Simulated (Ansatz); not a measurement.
Relaxation of AlClF2H4O2 (10 atoms, charge 0, multiplicity 1), to a largest force component of 0.03 eV/Å in at most 50 steps.

Level of theory: RKS PBE-D4/def2-SVP in Ansatz.

```xyz
10
Properties=species:S:1:pos:R:3:forces:R:3
Al -0.945 -0.887 -0.041 0.30 0.96 0.65
Cl 1.602 0.804 -1.787 -0.14 0.03 0.46
O -0.217 -2.392 0.263 0.03 0.00 -0.04
O -2.142 -0.792 -1.244 0.00 0.00 -0.04
H 0.925 1.784 1.572 -1.35 -0.66 0.12
F -0.703 0.450 1.051 0.15 -0.64 -0.63
H 1.825 1.431 -0.650 -0.08 -0.08 -0.05
F 1.763 2.125 1.406 1.08 0.34 -0.48
H 0.488 -2.555 0.905 -0.02 0.04 0.01
H -2.596 0.032 -1.475 0.01 0.00 0.01
```

Task: Where does it end, and by what steps?

Result: The forces met the threshold. The force dipped under the threshold on the way, but the program's further checks kept it going. After 33 steps the energy has fallen by 0.974 eV; O4 moved furthest, 1.06 Å. Parted: Cl2–H7, H5–F8. Joined: Al1–Cl2, H5–F6, H7–F8.

```tsv
step	energy less start (eV)	largest force component (eV/Å)	accepted
0	0.0000	1.346	yes
2	-0.4964	0.346	yes
4	-0.7394	0.488	yes
6	-0.8014	0.221	yes
8	-0.8148	0.187	yes
10	-0.6583	2.210	no
12	-0.8157	1.233	no
14	-0.8669	0.353	yes
16	-0.8823	0.241	yes
18	-0.8866	0.679	yes
20	-0.9030	0.218	no
22	-0.9330	0.198	yes
24	-0.9459	0.285	no
26	-0.9688	0.080	yes
28	-0.9718	0.045	yes
30	-0.9644	0.572	no
32	-0.9735	0.016	yes
33	-0.9737	0.020	yes
```

```xyz
10
Properties=species:S:1:pos:R:3
Al -0.398 -0.591 -0.169
Cl 1.498 0.111 -1.150
O -0.326 -2.237 0.300
O -1.793 0.131 -0.852
H 0.400 1.346 1.155
F -0.188 0.491 1.357
H 1.467 1.608 -0.133
F 1.190 2.221 0.633
H 0.506 -2.731 0.338
H -2.355 -0.349 -1.479
```

Whether the end is a true minimum wasn't checked by a vibrational analysis.

Time of the run: 43 s on 2 threads of Intel(R) Xeon(R) Platinum 8559C (Emerald Rapids) (shared host), peak memory 0.17 GiB.
